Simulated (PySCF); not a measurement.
# Static response to an electric field

C5H5F2N.
Geometry (GFN2-xTB, Å), atoms numbered from 1 in this order:
```xyz
13
C5H5F2N angstrom
C     -0.803    1.893    1.518
C     -0.816    1.079    0.475
C     -0.477   -0.347    0.562
N     -1.141   -1.315   -0.391
C      0.067   -1.060   -0.595
C      1.229   -1.271   -1.472
F      1.308   -2.545   -1.916
F      2.389   -1.014   -0.820
H     -1.055    2.934    1.427
H     -0.536    1.545    2.501
H     -1.092    1.434   -0.509
H     -0.259   -0.729    1.553
H      1.182   -0.603   -2.353
```

Level: CAM-B3LYP/def2-SVPD (PySCF), static field, nuclei fixed, core orbitals frozen in the response. The polarisability tensor in these axes (au):

```
x   58.78 -5.46 -6.33
y   -5.46 73.15 18.55
z   -6.33 18.55 70.67
```

Problem. What are the eigenvalues, a third of the trace, and Δα (Δα² = ½Σ(αi − αj)² over the three pairs)?

Solution. Principal values 53.12, 56.95 and 92.55 au; mean 67.54 au = 10.01 Å³ = 11.14 × 10⁻⁴⁰ C²·m²/J; Δα = 37.66 au (56 % of the mean).

Problem. What is the dipole moment, and where does it point?

Solution. (0.38, 2.16, 0.00) D, 2.20 D in size, pointing from the negative to the positive side. Measured along this direction, the outermost atoms are F7 at the negative end and H9 at the positive end.

Problem. In a dilute gas of rigid molecules at 298 K, how does the orientational term μ²/3kT compare with the electronic polarisability?

Solution. In Gaussian units μ²/3kT = 39.16 Å³ against 10.01 Å³, a ratio of 3.91; the Debye molar polarisation (4π/3)N_A(α + μ²/3kT) is 124.0 cm³/mol, leaving out the vibrational part.

Problem. Rayleigh depolarisation ratio (linearly polarised light, static tensor)?

Solution. ρ = 3Δα²/(45ᾱ² + 4Δα²) = 4255.2/(205258 + 5673.6) = 0.0202.

Problem. Find the Langevin capture rate constant for NH4+ (18.034 u) meeting this molecule (117.039 u), k = 2.342 × 10⁻⁹ cm³/s × √(α in Å³ / reduced mass in u).

Solution. The reduced mass is 15.63 u, so k = 1.87 × 10⁻⁹ cm³/s. The formula leaves out the permanent dipole, which adds to the capture rate.

Problem. What molar refraction does this α imply?

Solution. Lorentz–Lorenz: R = (4π/3)N_A α = 2.5225 cm³/(mol·Å³) × 10.01 Å³ = 25.2 cm³/mol, in the limit of long wavelengths.

Problem. In TDDFT the mean static polarisability is Σ f/ω² over all singlet excitations (ω in hartree). How much of it do the 8 lowest give? Their energies (eV) and oscillator strengths: 4.46, 0.0139; 6.73, 0.1171; 6.89, 0.4083; 6.99, 0.1334; 7.17, 0.0029; 7.50, 0.0022; 7.74, 0.0007; 7.78, 0.0091.

Solution. They add up to 11.02 au, 16.3 % of the 67.54 au; the largest single term is 6.38 au, from the state at 6.89 eV. Terms in order: 0.52, 1.91, 6.38, 2.02, 0.04, 0.03, 0.01, 0.11 au. Higher excitations give the rest. The strengths listed sum to 0.688.

Geometry: GFN2-xTB, one conformer, isolated molecule.
